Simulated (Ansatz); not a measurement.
# Ligand exchange: C2H3Cl + SnH2(CH3)(SiH3) → C2H6Si + SnH2(CH3)Cl

Species: C2H3Cl `C=CCl`, singlet; SnH2(CH3)(SiH3), singlet; C2H6Si (vinylsilane) `C=C[SiH3]`, singlet; SnH2(CH3)Cl, singlet. The partners trade Cl for SiH3: C–Cl and Sn–SiH3 bonds give way to C–SiH3 and Sn–Cl.

Shapes, held fixed at every level: PBE0-D4/def2-TZVP. Programs: Ansatz 0.2.0. The zero-point and thermal change to 298 K, harmonic and unscaled (PBE0-D4/def2-TZVP), is +1.6 kJ/mol.

(1) Estimate ΔH(298 K) of this reaction.

## Answers

(1) The highest level, CCSD(T)/def2-TZVPP, gives ΔH(298 K) = -121.9 kJ/mol; the levels span -149.8 to -112.8. The column of differences is taken from that level and isn't an error. No measured value is set beside it here. For atoms past krypton def2 sets carry core potentials with scalar relativity. Correlated rows may include outer-core shells of Sn, which these sets cover unevenly.

```json
{"level": "HF/def2-TZVPP", "kind": "Hartree–Fock", "ΔH(298 K) (kJ/mol)": "-149.8", "less CCSD(T)/def2-TZVPP": "-27.9"}
{"level": "r2SCAN-D4/def2-TZVPP", "kind": "meta-GGA", "ΔH(298 K) (kJ/mol)": "-119.1", "less CCSD(T)/def2-TZVPP": "+2.8"}
{"level": "PBE0-D4/def2-TZVPP", "kind": "global hybrid", "ΔH(298 K) (kJ/mol)": "-112.8", "less CCSD(T)/def2-TZVPP": "+9.1"}
{"level": "wB97M-V/def2-TZVPP", "kind": "range-separated hybrid", "ΔH(298 K) (kJ/mol)": "-125.8", "less CCSD(T)/def2-TZVPP": "-3.9"}
{"level": "MP2/def2-SVP", "kind": "perturbation theory", "ΔH(298 K) (kJ/mol)": "-125.9", "less CCSD(T)/def2-TZVPP": "-4.0"}
{"level": "MP2/def2-TZVPP", "kind": "perturbation theory", "ΔH(298 K) (kJ/mol)": "-125.7", "less CCSD(T)/def2-TZVPP": "-3.8"}
{"level": "CCSD/def2-SVP", "kind": "coupled cluster or CI", "ΔH(298 K) (kJ/mol)": "-122.2", "less CCSD(T)/def2-TZVPP": "-0.3"}
{"level": "CCSD(T)/def2-TZVPP", "kind": "coupled cluster or CI", "ΔH(298 K) (kJ/mol)": "-121.9", "less CCSD(T)/def2-TZVPP": "0.0"}
```
